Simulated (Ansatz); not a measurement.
`[SeH]C1CC=N1` + `B1C[SiH2]1` → `[SeH][SiH]1BC1` + `C1=NCC1` at 700 K and 1 bar (formal exchange of groups at the Se–C bond).

Computed with Ansatz on PBE0-D4/def2-TZVP structures; ΔE is electronic, products minus reactants. CCSD(T)/CBS is the MP2 limit (def2-TZVPP, def2-QZVPP) plus CCSD(T) − MP2 in def2-TZVPP, frozen cores. For Se outer-core shells are correlated without core-valence functions, which leaves a few kJ/mol of doubt a bond. Scalar relativity is left out up to krypton. Each species was taken in one conformer, which may not be the lowest.

| species | CCSD(T)/CBS energy (Eh) | H − E (kJ/mol) | S (J/(mol·K)) |
| --- | --- | --- | --- |
| `[SeH]C1CC=N1` | -2572.50448 | 259.0 | 421.6 |
| `B1C[SiH2]1` | -354.85519 | 197.4 | 362.0 |
| `[SeH][SiH]1BC1` | -2755.59871 | 215.9 | 444.5 |
| `C1=NCC1` | -171.80304 | 248.1 | 342.4 |

H − E and S are ideal-gas, rigid-rotor, harmonic terms from PBE0-D4/def2-TZVP, for one conformer and one mirror image of each species. 1 Eh = 2625.50 kJ/mol, R = 8.31446 J/(mol·K).

**Question.** By hand: ΔE, ΔH, ΔS and ΔG.

**Answer.** ΔE = (-2755.59871) + (-171.80304) − (-2572.50448) − (-354.85519) = -0.04208 Eh = -110.5 kJ/mol. Δ(H − E) = 215.9 + 248.1 − 259.0 − 197.4 = 7.6, so ΔH = -102.9 kJ/mol. ΔS = 444.5 + 342.4 − 421.6 − 362.0 = 3.3 J/(mol·K). ΔG = -102.9 − 700 × (3.3)/1000 = -105.2 kJ/mol.

**Question.** By hand: the equilibrium constant, and the temperature at which ΔG would vanish if ΔH and ΔS stayed fixed.

**Answer.** log₁₀ K = −ΔG/(RT ln 10) = 7.8. ΔH and −TΔS have one sign here, so there is no such temperature. One of them is within its doubt of zero, so this could turn.

The number of gas molecules stays the same, so ΔS is small and ΔH decides. A doubt of 5 kJ/mol in ΔE shifts log₁₀ K by 0.4 here. Other conformers and mirror images would add mixing entropy, several J/(mol·K) or more a flexible species. These are equilibria of isolated gas molecules and say nothing of rates. Largest T1 diagnostic: 0.014 (customary marks: 0.02 for closed shells, 0.045 for open ones).
